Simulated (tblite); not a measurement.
F₃Lu (SMILES [F][Lu]([F])[F]), singlet, geometry from GFN2-xTB (such geometries of metal compounds can be far from the true shape); GFN1-xTB with ALPB(water) in tblite.

Here is a job for tblite.
```
$ tblite run mol.xyz --method gfn1 --charge 0 --spin 0 --alpb water --json tblite.json --no-restart

# file mol.xyz
4

Lu     0.00000000    -0.00000000     0.00000000
F     -1.59775730    -0.97463938     0.04652633
F      0.01247464     1.74527346    -0.67733296
F      1.58528266    -0.77063408     0.63080664
```

It wrote (shortened):

```
xTB calculator
 | screened Coulomb repulsion
 | Coulomb electrostatics
 |  * isotropic Klopman-Ohno-Mataga-Nishimoto electrostatics
 |  * onsite third-order electrostatics
 | DFT-D3(BJ) dispersion correction
 | Interactions (3)
 | [1] alpb/gbsa reaction field model
 | [2] cds contribution to solvation
 | [3] empirical free energy shift and standard state/solvent correction

halogen bonding energy    0.0000000000000E+00 Eh
repulsion energy          1.6691184307949E-02 Eh
dispersion energy        -5.5479313053032E-04 Eh
interaction energy        7.0009798666776E-03 Eh
number of electrons       2.4000000000000E+01 e
integral cutoff           3.5723826613877E+01 bohr

------------------------------------------------------------
  cycle        total energy    energy error   density error
------------------------------------------------------------
      1     -15.86712508137  -1.5890262E+01   9.1642024E-01
      2     -16.35996088190  -4.9283580E-01   4.8599079E-01
      3     -25.51120782398  -9.1512469E+00   3.2419039E+00
      4     -15.99653680715   9.5146710E+00   4.9059736E-01
      5     -16.12088475897  -1.2434795E-01   4.2284840E-01
      6     -16.47953454218  -3.5864978E-01   3.9117555E-02
      7     -16.45092276304   2.8611779E-02   1.1476193E-01
      8     -16.47842030947  -2.7497546E-02   4.5828223E-02
      9     -16.47529934093   3.1209685E-03   5.8191860E-02
     10     -16.47558671309  -2.8737216E-04   5.6721749E-02
     11     -16.47658429114  -9.9757805E-04   4.9605055E-02
     12     -16.47832651116  -1.7422200E-03   3.1702400E-02
     13     -16.47928594508  -9.5943393E-04   1.4496276E-02
     14     -16.47950457959  -2.1863450E-04   5.1271686E-03
     15     -16.47953256142  -2.7981832E-05   1.4841364E-03
     16     -16.47953501911  -2.4576864E-06   2.2268503E-04
     17     -16.47953507500  -5.5889622E-08   1.2706572E-06
------------------------------------------------------------

electronic energy        -1.6502672446040E+01 Eh
total energy             -1.6479535074996E+01 Eh

Post processing:
 | Mayer-Wiberg bond orders

[Info] JSON dump of results written to 'tblite.json'
```
